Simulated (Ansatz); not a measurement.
Program: Ansatz. Geometries: PBE0-D4/def2-TZVP. ΔE: electronic, gas phase. CCSD(T)/CBS is the MP2 limit (def2-TZVPP, def2-QZVPP) plus CCSD(T) − MP2 in def2-TZVPP, frozen cores. This one scheme is used for every species. Functionals use def2-TZVPP. Each species was taken in one conformer, which may not be the lowest.

`CSB[SiH2]O` + `F[Si](S)(Cl)Cl` → `O[SiH2]S[Si](F)(Cl)Cl` + `BSC`  (cleavage of the Si–B bond)

```tsv
level	ΔE (kJ/mol)
PBE	-81.9
SCS-MP2/def2-TZVPP	-96.7
```

(1) What does CCSD(T)/CBS give? (An estimate is asked.)

Largest T1 diagnostic among the species: 0.014.

## Answers

(1) Computed: -93.5 kJ/mol. The listed levels differ from it by 11.6, -3.2 kJ/mol.

The D4 term adds −7.4 kJ/mol with B3LYP and −4.2 kJ/mol with PBE0; it sums over pairs of atoms, weighted by their polarisabilities, and B3LYP, whose exchange is more repulsive, gets the larger term. From PBE to PBE0 (25 % exact exchange), in def2-TZVPP and without D4, ΔE moves by −4.2 kJ/mol.

CCSD(T)/CBS has its own doubt, a few kJ/mol and more with outer-core shells, so smaller differences from it don't rank the levels.

B3LYP here is the variant with VWN-RPA as its local correlation; programs differ in this.
